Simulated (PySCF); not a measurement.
# Successive ionisation energies of iodine

Calculated with PySCF 2.14, two-component X2C-1e (Gaussian nucleus, no Breit or QED terms), each ion in its own even-tempered basis; GMP2 freezes the deep shells of the larger ions and drops the highest virtual spinors; eV.

```csv
ion,configuration,GHF (spin-free),GHF (screened spin-orbit),GMP2 (screened spin-orbit),NIST,kind
I(40+),[Ne] 3s2 3p1,2875.2,2928.7,2928.9,2926 ± 4,theoretical
I(41+),[Ne] 3s2,3097.8,3097.7,3101.2,3096 ± 4,theoretical
I(42+),[Ne] 3s1,3185.7,3185.6,3186.3,3185.5 ± 0.5,semi-empirical
I(43+),[Ne],7440.2,7343.3,7344.9,7337 ± 4,theoretical
I(44+),[He] 2s2 2p5,7660.0,7568.8,7570.3,7563 ± 4,theoretical
I(45+),[He] 2s2 2p4,7882.3,7817.1,7816.9,7811 ± 4,theoretical
I(46+),[He] 2s2 2p3,8180.9,8050.2,8049.8,8044 ± 4,theoretical
I(47+),[He] 2s2 2p2,8409.7,8609.3,8611.7,8601 ± 4,theoretical
I(48+),[He] 2s2 2p1,8641.5,8874.1,8872.3,8867 ± 4,theoretical
I(49+),[He] 2s2,9205.0,9205.0,9211.3,9196 ± 4,theoretical
I(50+),[He] 2s1,9429.1,9429.1,9429.3,9421.1,theoretical
I(51+),1s2,38782.8,38782.8,38784.3,38717.0,theoretical
```

Q: Where is the largest relative jump?

A: From I(50+) to I(51+): 9429.3 to 38784.3 eV, where the electron removed from 1s2 comes from a deeper shell or subshell.
